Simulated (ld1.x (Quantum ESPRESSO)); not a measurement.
# sulfur (S): one change to a TM potential, before and after

```
Element                 : sulfur (S)
Generator               : ld1.x (Quantum ESPRESSO) 7.5
Type                    : norm-conserving Troullier–Martins (Kleinman–Bylander form)
Functional              : PBE
Relativity              : scalar-relativistic
Frozen core             : [Ne]
Valence charge          : 6
Reference configuration : 3s2 3p4
Partial waves           : 3s (bound): rc 1.55 bohr; 3p (bound): rc 1.75 bohr
Local potential         : all-electron potential smoothed inside 1.25 bohr (lloc = -1)
Core correction         : a·sin(br)/r model core inside 1.45 bohr
```

Change: local potential all-electron potential smoothed inside 0.88 bohr (lloc = -1).

Cutoffs: the cutoffs (Ry, on a coarse ladder) from which the occupation-weighted sum of valence levels, in a spherical-Bessel basis at the reference potential, stays within 10 and 1 mRy of its value at 400 Ry; they do not see the model core or the augmentation charge, which bear on the density cutoff. Errors are all-electron minus pseudo energies relative to the spin-unpolarised reference configuration.

Task: Predict the effect on cutoff, ghosts and configuration errors.

Result: The potential gets softer (30 Ry and 55 Ry → 25 Ry and 55 Ry); a bound ghost appears in s, which as a rule spoils a file; the number of tests that count goes from 7 to 1; the range in which the s phases agree widens (upper end 2.2 → 4.5). In the separable form a ghost depends on how the local part lies against the semilocal potential of the channel, so the choice of the local part can create or remove one.

| quantity | base | changed |
| --- | --- | --- |
| cutoff, loose | 30 Ry | 25 Ry |
| cutoff, tight | 55 Ry | 55 Ry |
| bound ghosts | none | s |
| tests counted (converged, no solver errors) | 7 of 7 | 1 of 7 |
| error for 3s1 3p5, meV [ΔE 10.31 eV] | +0.7 | +0.6 |
| s: phases at 1.91 bohr within 0.05 rad from the reference energy up to (Ry; the scan ends near 5) | 2.2 | 4.5 |
| p: phases at 1.91 bohr within 0.05 rad from the reference energy up to (Ry; the scan ends near 5) | 4.3 | 3.8 |

Changed file: Tests not counted: 3s2 3p3 (solver errors, printed error -120 eV); 3s2 3p2 (solver errors, printed error -95.2 eV); 3s2 3p1 (solver errors, printed error -28.1 eV); 3s2 3p4.3 (solver errors, printed error -204 eV); 3s1 3p4 (solver errors, printed error -6.0 eV); 3s2 3p3.5 (solver errors, printed error -220 eV). A true bound ghost makes a file unfit for plane-wave use even where its test errors are small: the radial tests pick states by their node count and pass the ghost by. Where a test does run into it, the solver fails or the error is huge.
